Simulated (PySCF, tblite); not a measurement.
Parent: `[F:1][C:2]([F:3])([F:4])[c:5]1[cH:6][n:7][nH:8][n:9]1`, C3H2F3N3.

The geometries are computed with GFN2-xTB (gas phase). One conformer each, not checked by frequencies here.

| coordinate of the parent | value |
| --- | --- |
| F1–C2 | 1.340 Å |
| C2–F3 | 1.342 Å |
| C2–F4 | 1.341 Å |
| C2–C5 | 1.488 Å |
| C5–C6 | 1.406 Å |
| C6–N7 | 1.320 Å |
| N7–N8 | 1.310 Å |
| N8–N9 | 1.305 Å |
| C5–N9 | 1.328 Å |
| F1–C2–F3 | 106.7° |
| F1–C2–F4 | 106.7° |
| F1–C2–C5 | 112.6° |
| F3–C2–F4 | 106.7° |
| F3–C2–C5 | 111.2° |
| F4–C2–C5 | 112.6° |
| C2–C5–C6 | 129.1° |
| C2–C5–N9 | 122.8° |
| C6–C5–N9 | 108.0° |
| C5–C6–N7 | 107.4° |
| C6–N7–N8 | 104.8° |
| N7–N8–N9 | 115.6° |
| C5–N9–N8 | 104.1° |

Question: How does the shared frame change in `[F:1][C:2]([F:3])([F:4])[c:5]1[cH:6][n:7][n:8]([SiH3:9])[n:10]1`, C3H4F3N3Si? Atoms pair as F1 = F3, C2 = C2, F3 = F1, F4 = F4, C5 = C5, C6 = C6, N7 = N7, N8 = N8, N9 = N10 (parent first).

Answer: 
```
  parent   relative  value in the relative  change
   F1–C2      F3–C2                1.342 Å  +0.002
   C2–F3      C2–F1                1.343 Å  +0.001
   C2–F4      C2–F4                1.342 Å  +0.001
   C2–C5      C2–C5                1.486 Å  -0.002
   C5–C6      C5–C6                1.407 Å  +0.001
   C6–N7      C6–N7                1.316 Å  -0.004
   N7–N8      N7–N8                1.318 Å  +0.008
   N8–N9     N8–N10                1.312 Å  +0.007
   C5–N9     C5–N10                1.325 Å  -0.003
F1–C2–F3   F3–C2–F1                 106.5°    -0.2
F1–C2–F4   F3–C2–F4                 106.6°    -0.1
F1–C2–C5   F3–C2–C5                 112.7°    +0.1
F3–C2–F4   F1–C2–F4                 106.5°    -0.2
F3–C2–C5   F1–C2–C5                 111.3°    +0.1
F4–C2–C5   F4–C2–C5                 112.9°    +0.3
C2–C5–C6   C2–C5–C6                 129.3°    +0.2
C2–C5–N9  C2–C5–N10                 122.8°     0.0
C6–C5–N9  C6–C5–N10                 107.9°    -0.1
C5–C6–N7   C5–C6–N7                 107.2°    -0.2
C6–N7–N8   C6–N7–N8                 105.9°    +1.1
N7–N8–N9  N7–N8–N10                 113.8°    -1.8
C5–N9–N8  C5–N10–N8                 105.3°    +1.2
```

Of the parent's bonds, N7–N8 and N8–N9 change most and about equally (+0.007 to +0.008 Å). Bonds of the relative outside the shared frame: N8–Si9 1.778 Å.

Question: How does the shared frame change in `[CH3:1][C:2]([CH3:3])([CH3:4])[c:5]1[cH:6][n:7][nH:8][n:9]1`, C6H11N3? Atoms pair as C2 = C2, C5 = C5, C6 = C6, N7 = N7, N8 = N8, N9 = N9 (parent first).

Answer: 
```json
{"parent": "C2–C5", "relative": "C2–C5", "value in the relative": "1.498 Å", "change": "+0.010"}
{"parent": "C5–C6", "relative": "C5–C6", "value in the relative": "1.407 Å", "change": "+0.001"}
{"parent": "C6–N7", "relative": "C6–N7", "value in the relative": "1.323 Å", "change": "+0.003"}
{"parent": "N7–N8", "relative": "N7–N8", "value in the relative": "1.312 Å", "change": "+0.002"}
{"parent": "N8–N9", "relative": "N8–N9", "value in the relative": "1.313 Å", "change": "+0.008"}
{"parent": "C5–N9", "relative": "C5–N9", "value in the relative": "1.329 Å", "change": "+0.001"}
{"parent": "C2–C5–C6", "relative": "C2–C5–C6", "value in the relative": "130.7°", "change": "+1.6"}
{"parent": "C2–C5–N9", "relative": "C2–C5–N9", "value in the relative": "122.1°", "change": "-0.7"}
{"parent": "C6–C5–N9", "relative": "C6–C5–N9", "value in the relative": "107.1°", "change": "-0.9"}
{"parent": "C5–C6–N7", "relative": "C5–C6–N7", "value in the relative": "108.5°", "change": "+1.1"}
{"parent": "C6–N7–N8", "relative": "C6–N7–N8", "value in the relative": "104.3°", "change": "-0.5"}
{"parent": "N7–N8–N9", "relative": "N7–N8–N9", "value in the relative": "115.3°", "change": "-0.3"}
{"parent": "C5–N9–N8", "relative": "C5–N9–N8", "value in the relative": "104.8°", "change": "+0.7"}
```

Of the parent's bonds, C2–C5 changes most (+0.010 Å). Bonds of the relative outside the shared frame: C1–C2 1.534, C2–C3 1.534, C2–C4 1.529 Å. Point group Cs → Cs.
